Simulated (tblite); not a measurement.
Species: C7H12O (charge +1 and doublet state).
Numbering: `[CH2+:1][CH:2][CH2:3][C@@:4]1([CH3:5])[CH2:6][CH2:7][O:8]1` (hydrogens: H9, H10 on C1; H11 on C2; H12, H13 on C3; H14, H15, H16 on C5; H17, H18 on C6; H19, H20 on C7)

Computed with GFN2-xTB (tblite), gas phase: L-BFGS steps from a force-field or distance-geometry start until the largest atomic force falls under 0.01 eV/Å.

Step 13: E = -670.0516 eV
```
atom  x, y, z in Å  |  force x, y, z in eV/Å
C1     -3.3082    0.0221   -0.4532    1.348   0.369   0.230
C2     -1.9992    0.0333   -0.7828   -0.348  -0.101   0.194
C3     -0.9462   -0.1442    0.2195    0.792  -0.055   0.554
C4      0.5641    0.1566   -0.0845    0.195   0.060   0.196
C5      0.8772    1.6683   -0.0398   -0.002   0.274  -0.004
C6      1.5778   -0.7233    0.6998    0.045  -0.045  -0.010
C7      2.0958   -1.0820   -0.6913    0.021  -0.063  -0.065
O8      1.0247   -0.4010   -1.2955   -0.215   0.066  -0.378
H9     -3.5616    0.2157    0.5543   -0.452   0.059   0.787
H10    -4.0792   -0.1952   -1.1291   -0.691  -0.026  -0.769
H11    -1.6804   -0.1084   -1.7815    0.191  -0.014  -0.941
H12    -0.9176   -1.2357    0.2684   -0.051  -0.306   0.297
H13    -1.1760    0.2439    1.2190   -0.113   0.022  -0.216
H14     0.1142    2.2430   -0.5502   -0.242  -0.030  -0.029
H15     0.9842    2.0413    0.9749   -0.218  -0.219   0.121
H16     1.8155    1.8902   -0.5506    0.000  -0.344  -0.009
H17     1.1111   -1.5814    1.1860    0.089   0.130   0.100
H18     2.2883   -0.2691    1.3970   -0.266   0.089  -0.225
H19     3.0541   -0.6290   -0.9776    0.043   0.058   0.051
H20     2.1563   -2.1346   -1.0054   -0.125   0.079   0.116
```

Step 14: E = -670.0910 eV
```
atom  x, y, z in Å  |  force x, y, z in eV/Å
C1     -3.2983    0.0341   -0.4665   -0.156   0.160   0.016
C2     -1.9908   -0.0320   -0.7923   -0.245   0.083  -0.100
C3     -0.9356   -0.1657    0.2232    0.358   0.145   0.631
C4      0.5606    0.1588   -0.0735    0.210   0.105   0.423
C5      0.8652    1.6693   -0.0300    0.111   0.534  -0.005
C6      1.5887   -0.7117    0.7036    0.175  -0.229   0.099
C7      2.0855   -1.0694   -0.6939    0.246  -0.245   0.001
O8      1.0225   -0.3813   -1.2808   -0.361   0.017  -0.773
H9     -3.5181    0.1112    0.5957   -0.376   0.035  -0.318
H10    -4.1307   -0.0111   -1.1928    0.797   0.065   0.610
H11    -1.6805   -0.1993   -1.8003    0.128   0.068  -0.556
H12    -0.8974   -1.2494    0.3205   -0.044  -0.389   0.294
H13    -1.2014    0.2735    1.2009    0.025  -0.108  -0.388
H14     0.1095    2.2388   -0.5614   -0.221  -0.084   0.029
H15     0.9732    2.0700    0.9780   -0.290  -0.333   0.045
H16     1.8101    1.8894   -0.5350   -0.046  -0.365   0.006
H17     1.1326   -1.5777    1.1917    0.104   0.222   0.098
H18     2.3261   -0.2739    1.3884   -0.403   0.126  -0.260
H19     3.0483   -0.6365   -0.9914    0.091   0.067   0.028
H20     2.1251   -2.1263   -1.0065   -0.103   0.125   0.121
```

Step 15: E = -670.1596 eV
```
atom  x, y, z in Å  |  force x, y, z in eV/Å
C1     -3.2887    0.0370   -0.4577   -0.025   0.133   0.266
C2     -1.9909   -0.0128   -0.7886    0.453  -0.013  -0.240
C3     -0.9240   -0.1646    0.2258    0.016   0.046   0.296
C4      0.5636    0.1591   -0.0772    0.196  -0.012   0.202
C5      0.8671    1.6701   -0.0336    0.040   0.326  -0.029
C6      1.5837   -0.7152    0.6994    0.106  -0.115  -0.013
C7      2.0886   -1.0717   -0.6943    0.047  -0.132  -0.073
O8      1.0201   -0.3865   -1.2940   -0.155   0.019  -0.363
H9     -3.5503    0.1486    0.5793   -0.234   0.045   0.131
H10    -4.0971   -0.0739   -1.1587    0.094   0.094  -0.101
H11    -1.6797   -0.1589   -1.8088    0.042   0.082  -0.262
H12    -0.9050   -1.2528    0.3120   -0.002  -0.291   0.281
H13    -1.1925    0.2635    1.1999    0.004  -0.031  -0.196
H14     0.1058    2.2382   -0.5577   -0.186  -0.058   0.018
H15     0.9726    2.0513    0.9790   -0.246  -0.232   0.090
H16     1.8107    1.8776   -0.5406   -0.009  -0.266  -0.008
H17     1.1243   -1.5753    1.1902    0.092   0.158   0.105
H18     2.3064   -0.2663    1.3844   -0.251   0.136  -0.163
H19     3.0496   -0.6299   -0.9815    0.091   0.051  -0.005
H20     2.1306   -2.1269   -1.0001   -0.073   0.059   0.065
```

Step 16: E = -670.2004 eV
```
atom  x, y, z in Å  |  force x, y, z in eV/Å
C1     -3.2767    0.0465   -0.4505    0.338   0.031   0.124
C2     -1.9758   -0.0241   -0.7943    0.120   0.070  -0.015
C3     -0.9121   -0.1749    0.2299   -0.182  -0.115  -0.005
C4      0.5661    0.1588   -0.0755    0.108  -0.036   0.016
C5      0.8627    1.6733   -0.0332   -0.015   0.075  -0.022
C6      1.5842   -0.7137    0.6964    0.070  -0.060  -0.110
C7      2.0865   -1.0686   -0.6965    0.003  -0.041  -0.137
O8      1.0160   -0.3822   -1.3041   -0.011   0.000  -0.024
H9     -3.5664    0.1373    0.5790   -0.068   0.084   0.217
H10    -4.0799   -0.0487   -1.1496   -0.083   0.071  -0.308
H11    -1.6805   -0.1566   -1.8248    0.045   0.077  -0.079
H12    -0.9022   -1.2676    0.3328    0.026  -0.097   0.242
H13    -1.1939    0.2673    1.1864   -0.016   0.017  -0.010
H14     0.0981    2.2345   -0.5590   -0.147  -0.030   0.017
H15     0.9644    2.0423    0.9823   -0.222  -0.151   0.110
H16     1.8079    1.8608   -0.5389    0.039  -0.134  -0.031
H17     1.1261   -1.5687    1.1919    0.080   0.096   0.130
H18     2.3019   -0.2575    1.3739   -0.130   0.170  -0.061
H19     3.0492   -0.6250   -0.9767    0.068   0.010  -0.043
H20     2.1193   -2.1226   -0.9921   -0.022  -0.037  -0.011
```

Task: Estimate the geometry and energy of step 17. (The exact step hangs on the optimiser's Hessian estimate; all steps are aligned on step 16, rigid shifts and turns removed.)

Result: E = -670.2208 eV, largest force 0.246 eV/Å
```
atom  x, y, z in Å  |  force x, y, z in eV/Å
C1     -3.2596    0.0553   -0.4458   -0.033  -0.019   0.016
C2     -1.9631   -0.0360   -0.7986    0.117   0.022  -0.113
C3     -0.9052   -0.1922    0.2308   -0.224  -0.077  -0.003
C4      0.5678    0.1579   -0.0733   -0.030  -0.073  -0.085
C5      0.8562    1.6751   -0.0316   -0.043  -0.080  -0.016
C6      1.5870   -0.7115    0.6921    0.062   0.001  -0.088
C7      2.0840   -1.0634   -0.7009    0.013  -0.047  -0.133
O8      1.0125   -0.3764   -1.3089    0.067   0.000   0.093
H9     -3.5744    0.1131    0.5833    0.105   0.104   0.100
H10    -4.0692    0.0013   -1.1511    0.070   0.065  -0.213
H11    -1.6811   -0.1672   -1.8409    0.024   0.118   0.187
H12    -0.8947   -1.2855    0.3629    0.021   0.062   0.170
H13    -1.1986    0.2763    1.1715    0.001  -0.030   0.029
H14     0.0888    2.2303   -0.5618   -0.084  -0.029   0.038
H15     0.9532    2.0363    0.9871   -0.208  -0.104   0.080
H16     1.8052    1.8444   -0.5354    0.028  -0.022  -0.023
H17     1.1306   -1.5611    1.1956    0.093   0.058   0.134
H18     2.3028   -0.2469    1.3621   -0.061   0.178   0.000
H19     3.0494   -0.6209   -0.9747    0.042  -0.035  -0.089
H20     2.1033   -2.1182   -0.9850    0.041  -0.094  -0.084
```

The energy changes by -0.0204 eV. The first-order estimate −F·Δx gives -0.0336 eV and the mean of the old and new forces, exact on a quadratic surface, -0.0204 eV. The step makes an angle of 63° with the force vector and moves no atom by more than 0.051 Å.

What follows is the cost of the whole relaxation. On one thread, Arm Neoverse V2 (aarch64), shared host, this took 0.68 s of wall time.
